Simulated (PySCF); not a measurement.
Cd(H)(SeH) (CdH2Se), SMILES [SeH][CdH].

Geometry optimised at B3LYP-D3(BJ)/def2-TZVP. The def2 effective core potentials stand for the cores of Cd; spin–orbit coupling is left out.

All values below come from B3LYP-D3(BJ)/def2-TZVP (PySCF 2.14.0).

Frequencies are harmonic and unscaled.

```csv
mode,ν (cm⁻¹),IR (km/mol),moving atoms (share of kinetic energy)
1,234,8.8,"Se 58 %, Cd 41 %"
2,386,56.1,H 98 %
3,406,42.7,H 97 %
4,572,4.1,H 97 %
5,1807,217.3,H 99 %
6,2390,12.1,H 99 %
```
